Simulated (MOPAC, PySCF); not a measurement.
H3FSi, SMILES `F[SiH3]`, neutral singlet in the gas phase. 

Cartesian coordinates (Å):
```xyz
5

F      1.5585     0.0019     0.1147
Si    -0.0446     0.0000    -0.0035
H     -0.4694     1.3143    -0.5264
H     -0.4368    -1.0826    -0.9285
H     -0.6054    -0.2334     1.3427
```
Charge 0, multiplicity 1.

All levels are single points at this geometry (B3LYP-D3(BJ)/def2-TZVPD); Pople sets use spherical d functions. Orbital energies aren't observables, and empty levels follow the basis.

HF/6-31G* in PySCF gives HOMO (eV) = -13.34.

### Question
Estimate the HOMO (eV) from each of these levels: B3LYP-D3(BJ)/def2-TZVPD in PySCF; B3LYP/6-311+G** in PySCF; B3LYP/LANL2DZ in PySCF; BP86/6-31G* in PySCF; PBE/6-31G* in PySCF; AM1 in MOPAC; PM6 in MOPAC; PM7 in MOPAC.

### Answer

```json
[
 {"level": "B3LYP-D3(BJ)/def2-TZVPD in PySCF", "HOMO (eV)": "-9.62"},
 {"level": "B3LYP/6-311+G** in PySCF", "HOMO (eV)": "-9.67"},
 {"level": "B3LYP/LANL2DZ in PySCF", "HOMO (eV)": "-9.69"},
 {"level": "BP86/6-31G* in PySCF", "HOMO (eV)": "-8.18"},
 {"level": "PBE/6-31G* in PySCF", "HOMO (eV)": "-8.05"},
 {"level": "AM1 in MOPAC", "HOMO (eV)": "-11.72"},
 {"level": "PM6 in MOPAC", "HOMO (eV)": "-11.53"},
 {"level": "PM7 in MOPAC", "HOMO (eV)": "-12.85"}
]
```
